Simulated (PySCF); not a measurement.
# Radial density of Ar²⁺ (argon, charge +2)

M06-L, [Ne] 3s2 3p4, high-spin 3P determinant. All numbers are calculated (PySCF 2.14, the spin-free X2C one-electron Hamiltonian (Gaussian nucleus), in cc-pVDZ-DK).

```csv
r (bohr),4πr²ρ (e/bohr),4πr²(ρα − ρβ)
0.00119,0.08287,0.0000
0.00200,0.2209,0.0000
0.00336,0.5620,0.0001
0.00565,1.401,0.0003
0.00950,3.334,0.0006
0.0160,7.280,0.0016
0.0269,13.66,0.0045
0.0452,19.93,0.0167
0.0760,19.73,0.0664
0.128,14.64,0.2169
0.215,18.39,0.3899
0.362,19.25,0.1638
0.609,6.552,0.1707
1.02,4.937,1.5057
1.72,3.074,1.0570
2.90,0.2459,0.0746
4.87,0.002713,0.0009
```

Densities and radii are taken from the X2C orbitals without a picture-change correction, which distorts them close to the nucleus.
